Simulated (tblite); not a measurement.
Compound: C₄H₄F₃S (doublet state).
Numbering: `[F:1][C:2]([F:3])([F:4])[C@:5]1([SH:6])[CH:7][CH2:8]1` (hydrogens: H9 on S6; H10 on C7; H11, H12 on C8)

Computed geometry: GFN2-xTB, gas phase. This method treats the open shell by occupation alone, without spin polarisation.

(1) What internal coordinates does the optimisation give?

Answers

(1) 
```json
{"bond": "F1–C2, C2–F3, C2–F4", "length (Å)": "1.342"}
{"bond": "C2–C5", "length (Å)": "1.507"}
{"bond": "C5–S6", "length (Å)": "1.826"}
{"bond": "C5–C7", "length (Å)": "1.455"}
{"bond": "C7–C8", "length (Å)": "1.458"}
{"bond": "C5–C8", "length (Å)": "1.523"}
{"bond": "S6–H9", "length (Å)": "1.333"}
{"bond": "C7–H10", "length (Å)": "1.067"}
{"bond": "C8–H11", "length (Å)": "1.085"}
{"bond": "C8–H12", "length (Å)": "1.084"}
```

Bonds in one row agree within 0.01 Å and their mean is given. A selection of angles:
```json
{"angle": "F1–C2–F3", "degrees": "106.5"}
{"angle": "F1–C2–F4", "degrees": "106.2"}
{"angle": "F1–C2–C5", "degrees": "112.1"}
{"angle": "F4–C2–C5", "degrees": "112.8"}
{"angle": "C2–C5–S6", "degrees": "112.6"}
{"angle": "C2–C5–C7", "degrees": "121.7"}
{"angle": "C2–C5–C8", "degrees": "118.7"}
{"angle": "S6–C5–C7", "degrees": "118.2"}
{"angle": "S6–C5–C8", "degrees": "116.8"}
{"angle": "C7–C5–C8", "degrees": "58.6"}
{"angle": "C5–C7–C8", "degrees": "63.0"}
{"angle": "C5–C8–C7", "degrees": "58.4"}
{"angle": "H9–S6–C5", "degrees": "96.2"}
```

Dihedral angles: F1–C2–C5–S6 62° (synclinal); C2–C5–C7–C8 -107° (anticlinal); C2–C5–C8–C7 112° (anticlinal); H9–S6–C5–C2 -52° (synclinal).

C7 (carbon bonded to 2 C and H) is pyramidal (angles 132.9°, 131.1° and 63.0°, sum 327.0°, 0.38 Å off the plane of its three neighbours). The C–C distances run from 1.455 Å (C5–C7, drawn single) to 1.523 Å (C5–C8, drawn single), a spread of 0.068 Å. Of the pairs four or more bonds apart, F1···H9 is among the closest relative to their van der Waals radii: 2.54 Å, 95 % of the sum of Bondi's values. The 3-membered ring C5–C7–C8 has internal angles of 58.4° to 63.0°.

Its GFN2-xTB frequencies are all real (lowest 41 cm⁻¹). Torsions: C2–C5–S6–H -52°.

One conformer stands for the species.
